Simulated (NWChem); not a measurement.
System: C5H6; SMILES CC(C#C)=C

Program: NWChem. Pople sets run with spherical d functions. Each level has its own optimisation. Computed dipoles belong to the equilibrium geometry; the measured one is vibrationally averaged.

Measured dipole moment: 0.51 D (NIST CCCBDB, as tabulated in the package chemicals).

Q: Which of these levels lies farthest from the measured value, and how do the others fare: PBE0/def2-SVP; Hartree-Fock/6-31G*; BLYP/def2-SVP; LDA (Slater exchange, VWN5)/def2-SVP; Hartree-Fock/STO-3G; Hartree-Fock/3-21G; B3LYP/6-31G*; PBE/def2-SVP?

A: Hartree-Fock/STO-3G.
```tsv
level	dipole moment (D)	computed − measured
Hartree-Fock/STO-3G	0.38	-0.13
Hartree-Fock/3-21G	0.48	-0.03
Hartree-Fock/6-31G*	0.44	-0.07
B3LYP/6-31G*	0.43	-0.08
LDA (Slater exchange, VWN5)/def2-SVP	0.52	+0.01
PBE/def2-SVP	0.51	0.00
BLYP/def2-SVP	0.48	-0.03
PBE0/def2-SVP	0.50	-0.01
```
